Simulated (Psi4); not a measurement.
C4H6F2, singlet, at a GFN2-xTB geometry; Psi4 1.11 with PBE/6-31G**.

Psi4 was given this input:
```
memory 2 GB

molecule mol {
0 1
F    -1.985693    0.525081   -0.574480
C    -1.058050    0.194554    0.378058
C     0.232450    1.023857    0.342659
C     1.032442   -0.284580    0.391571
F     2.023061   -0.393714   -0.548568
C    -0.246560   -1.073460    0.081389
H    -1.581963    0.194733    1.337161
H     0.389833    1.733294    1.149890
H     0.352813    1.521944   -0.616959
H     1.492317   -0.509883    1.357032
H    -0.299910   -1.335963   -0.972978
H    -0.451094   -1.948655    0.691218
}

set {
  basis 6-31g**
  reference rks
}

energy('pbe')
print_variables()
```

### Question
What does Psi4 print? Leave out banner, timings and long lists.

### Answer

```
   => Loading Basis Set <=

    Name: 6-31G**
    Role: ORBITAL
    Keyword: BASIS

         ---------------------------------------------------------
                                   SCF
               by Justin Turney, Rob Parrish, Andy Simmonett
                          and Daniel G. A. Smith
                              RKS Reference
         ---------------------------------------------------------

  ==> Geometry <==

    Molecular point group: c1
    Full point group: C1

    Geometry (in Angstrom), charge = 0, multiplicity = 1:

       Center              X                  Y                   Z               Mass
    ------------   -----------------  -----------------  -----------------  -----------------
         F           -1.987154755257     0.519942256344    -0.530548903967    18.998403162730
         C           -1.059511755257     0.189415256344     0.421989096033    12.000000000000
         C            0.230988244743     1.018718256344     0.386590096033    12.000000000000
         C            1.030980244743    -0.289718743656     0.435502096033    12.000000000000
         F            2.021599244743    -0.398852743656    -0.504636903967    18.998403162730
         C           -0.248021755257    -1.078598743656     0.125320096033    12.000000000000
         H           -1.583424755257     0.189594256344     1.381092096033     1.007825032230
         H            0.388371244743     1.728155256344     1.193821096033     1.007825032230
         H            0.351351244743     1.516805256344    -0.573027903967     1.007825032230
         H            1.490855244743    -0.515021743656     1.400963096033     1.007825032230
         H           -0.301371755257    -1.341101743656    -0.929046903967     1.007825032230
         H           -0.452555755257    -1.953793743656     0.735149096033     1.007825032230

  Running in c1 symmetry.

  Rotational constants: A =      0.26638  B =      0.07779  C =      0.07230 [cm^-1]
  Rotational constants: A =   7985.91951  B =   2332.07347  C =   2167.53987 [MHz]
  Nuclear repulsion =  248.379174484152770

  Charge       = 0
  Multiplicity = 1
  Electrons    = 48
  Nalpha       = 24
  Nbeta        = 24

  ==> Algorithm <==

  SCF Algorithm Type is DF.
  DIIS enabled.
  MOM disabled.
  Fractional occupation disabled.
  Guess Type is SAD.
  Energy threshold   = 1.00e-06
  Density threshold  = 1.00e-06
  Integral threshold = 1.00e-12

  ==> Primary Basis <==

  Basis Set: 6-31G**
    Blend: 6-31G**
    Number of shells: 54
    Number of basis functions: 120
    Number of Cartesian functions: 120
    Spherical Harmonics?: false
    Max angular momentum: 2

  ==> DFT Potential <==

   => LibXC <=

    Version 7.1.2
    S. Lehtola, C. Steigemann, M. J. T. Oliveira, and M. A. L. Marques,  SoftwareX 7, 1–5 (2018) (10.1016/j.softx.2017.11.002)

   => Composite Functional: PBE <=

    PBE GGA Exchange-Correlation Functional

    J.P. Perdew et. al., Phys. Rev. Lett., 77(18), 3865-3868, 1996

    Deriv               =              1
    GGA                 =           TRUE
    Meta                =          FALSE

    Exchange Hybrid     =          FALSE
    MP2 Hybrid          =          FALSE

   => Exchange Functionals <=

    1.0000     XC_GGA_X_PBE

   => Correlation Functionals <=

    1.0000     XC_GGA_C_PBE

   => LibXC Density Thresholds  <==

    XC_GGA_C_PBE:  1.00E-12
    XC_GGA_X_PBE:  1.00E-15

   => Molecular Quadrature <=

    Radial Scheme          =       TREUTLER
    Pruning Scheme         =           NONE
    Nuclear Scheme         =       TREUTLER

    Blocking Scheme        =         OCTREE
    BS radius alpha        =              1
    Pruning alpha          =              1
    Radial Points          =             75
    Spherical Points       =            302
    Total Points           =         253927
    Total Blocks           =           1928
    Max Points             =            256
    Max Functions          =            118
[...]
  Using in-core AOs.

  ==> MemDFJK: Density-Fitted J/K Matrices <==

    J tasked:                   Yes
    K tasked:                    No
    wK tasked:                   No
    Algorithm:                 Core
    Schwarz Cutoff:           1E-12
    Mask sparsity (%):       1.7639
    Fitting Condition:        1E-10

   => Auxiliary Basis Set <=

  Basis Set: (6-31G** AUX)
    Blend: CC-PVDZ-JKFIT
    Number of shells: 198
    Number of basis functions: 636
    Number of Cartesian functions: 636
    Spherical Harmonics?: false
    Max angular momentum: 3

  Minimum eigenvalue in the overlap matrix is 1.0059979098E-03.
  Reciprocal condition number of the overlap matrix is 1.2931436386E-04.
    Using symmetric orthogonalization.

  ==> Pre-Iterations <==

  SCF Guess: Superposition of Atomic Densities via on-the-fly atomic UHF (no occupation information).

   -------------------------
    Irrep   Nso     Nmo
   -------------------------
     A        120     120
   -------------------------
    Total     120     120
   -------------------------

  ==> Iterations <==

                           Total Energy        Delta E     RMS |[F,P]|

   @DF-RKS iter SAD:  -354.98253319258976   -3.54983e+02   0.00000e+00
   @DF-RKS iter   1:  -354.93809119564088    4.44420e-02   6.86382e-03 DIIS/ADIIS
   @DF-RKS iter   2:  -354.57327672650337    3.64814e-01   9.51837e-03 DIIS/ADIIS
   @DF-RKS iter   3:  -355.27296819669505   -6.99691e-01   1.56841e-03 DIIS/ADIIS
   @DF-RKS iter   4:  -355.28253626316763   -9.56807e-03   6.59737e-04 DIIS/ADIIS
   @DF-RKS iter   5:  -355.28450643341694   -1.97017e-03   1.07285e-04 DIIS/ADIIS
   @DF-RKS iter   6:  -355.28457546037703   -6.90270e-05   2.29282e-05 DIIS
   @DF-RKS iter   7:  -355.28457861241583   -3.15204e-06   9.21741e-06 DIIS
   @DF-RKS iter   8:  -355.28457916778171   -5.55366e-07   2.12687e-06 DIIS
   @DF-RKS iter   9:  -355.28457920000056   -3.22188e-08   3.80035e-07 DIIS
  Energy and wave function converged.

  ==> Post-Iterations <==

   Electrons on quadrature grid:
      Ntotal   =   48.0000444770 ; deviation = 4.448e-05

    Orbital Energies [Eh]
    ---------------------

    Doubly Occupied:

[...]
    Virtual:

[...]
    Final Occupation by Irrep:
              A
    DOCC [    24 ]
    NA   [    24 ]
    NB   [    24 ]

  @DF-RKS Final Energy:  -355.28457920000056

   => Energetics <=

    Nuclear Repulsion Energy =            248.3791744841527702
    One-Electron Energy =                -981.2984299711320091
    Two-Electron Energy =                 422.1597114852120285
    DFT Exchange-Correlation Energy =     -44.5250351982333967
    Empirical Dispersion Energy =           0.0000000000000000
    VV10 Nonlocal Energy =                  0.0000000000000000
    Total Energy =                       -355.2845792000005645

Computation Completed

Properties will be evaluated at   0.000000,   0.000000,   0.000000 [a0]

Properties computed using the SCF density matrix

 Multipole Moments:

 ------------------------------------------------------------------------------------
     Multipole            Electronic (a.u.)      Nuclear  (a.u.)        Total (a.u.)
 ------------------------------------------------------------------------------------

 L = 1.  Multiply by 2.5417464519 to convert [e a0] to [Debye]
 Dipole X            :          0.1108233           -0.1325912           -0.0217679
 Dipole Y            :          0.3895934           -0.4661212           -0.0765277
 Dipole Z            :         -3.3306057            3.9848402            0.6542344
 Magnitude           :                                                    0.6590547

 ------------------------------------------------------------------------------------

  Variable Map:
  ----------------------------------------------------------------------------
[...]
  Array Variable Map:
  ----------------------------------------------------------------------------
[...]
[...]
```
